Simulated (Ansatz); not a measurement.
Molecule: sum formula TaO$_{2}$H$_{2}$, charge 0, multiplicity 4. The spin state was set by rule; other spins were not relaxed. 
Geometry from a B3LYP-D3(BJ)/def2-TZVP (Ansatz, a program for electronic structure) optimisation:
SMILES: [OH][Ta][OH]
```xyz
5

Ta     0.0000     0.0000     0.0000
O      0.0000     0.0000    -1.9019
H      0.0000     0.0000    -2.8555
O      0.0000     0.0000     1.9019
H      0.0000     0.0000     2.8555
```
Charge 0, spin multiplicity 4.

Basis-set convergence of Hartree-Fock and CCSD(T) correlation energies (hartree) with Ansatz. Correlated levels leave the core frozen unless marked. UHF or UKS for open shells. Spin-orbit coupling is left out. The frozen core is the preceding noble-gas configuration, with the filled d and f shells of earlier blocks. Past Kr the def2 sets carry scalar-relativistic core potentials.

```
basis       functions       E(HF)  E(corr, CCSD(T))
----------  ---------  ----------  ----------------
def2-SVP           70  -207.23043          -0.48286
def2-TZVPP        146         [?]               [?]
```

What belongs in the gaps?


- def2-TZVPP, E(HF): -207.43562
- def2-TZVPP, E(corr, CCSD(T)): -0.61529
